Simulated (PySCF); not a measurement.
Input for PySCF: D3(BJ) and D4 dispersion corrections on NH3 (SMILES N).

```python
from pyscf import gto
from pyscf.dispersion import dftd3, dftd4

mol = gto.M(
    atom='''
    N     0.00000000   -0.00002166    0.27906864
    H    -0.00000000    0.94280068   -0.09306197
    H     0.81651180   -0.47143951   -0.09305334
    H    -0.81651180   -0.47143951   -0.09305334
    ''',
    basis='def2-svp',
    charge=0, spin=0, verbose=0, max_memory=1800)
d3, d4 = {}, {}
for xc in ['hf', 'pbe', 'blyp', 'revpbe', 'tpss', 'r2scan', 'b3lyp', 'pbe0', 'bhlyp', 'camb3lyp', 'b2plyp']:
    d3[xc] = float(dftd3.DFTD3Dispersion(mol, xc=xc, version='d3bj', atm=False).get_dispersion()['energy'])
    print(f'D3(BJ) {xc:10s} {d3[xc]:14.8f} Eh')
for xc in ['hf', 'pbe', 'blyp', 'revpbe', 'tpss', 'r2scan', 'b3lyp', 'pbe0', 'bhlyp', 'camb3lyp', 'b2plyp']:
    d4[xc] = float(dftd4.DFTD4Dispersion(mol, xc={'camb3lyp': 'cam-b3lyp'}.get(xc, xc), atm=True).get_dispersion()['energy'])
    print(f'D4     {xc:10s} {d4[xc]:14.8f} Eh')
```

It printed:

```
D3(BJ) hf            -0.00933673 Eh
D3(BJ) pbe           -0.00076285 Eh
D3(BJ) blyp          -0.00152762 Eh
D3(BJ) revpbe        -0.00224849 Eh
D3(BJ) tpss          -0.00089331 Eh
D3(BJ) r2scan        -0.00018049 Eh
D3(BJ) b3lyp         -0.00121921 Eh
D3(BJ) pbe0          -0.00058855 Eh
D3(BJ) bhlyp         -0.00087088 Eh
D3(BJ) camb3lyp      -0.00045231 Eh
D3(BJ) b2plyp        -0.00049865 Eh
D4     hf            -0.00208320 Eh
D4     pbe           -0.00041820 Eh
D4     blyp          -0.00100889 Eh
D4     revpbe        -0.00200055 Eh
D4     tpss          -0.00057057 Eh
D4     r2scan        -0.00009972 Eh
D4     b3lyp         -0.00066382 Eh
D4     pbe0          -0.00033505 Eh
D4     bhlyp         -0.00039329 Eh
D4     camb3lyp      -0.00032069 Eh
D4     b2plyp        -0.00028592 Eh
```

The run finished.

Cost: around 0.010 core-seconds (rough).
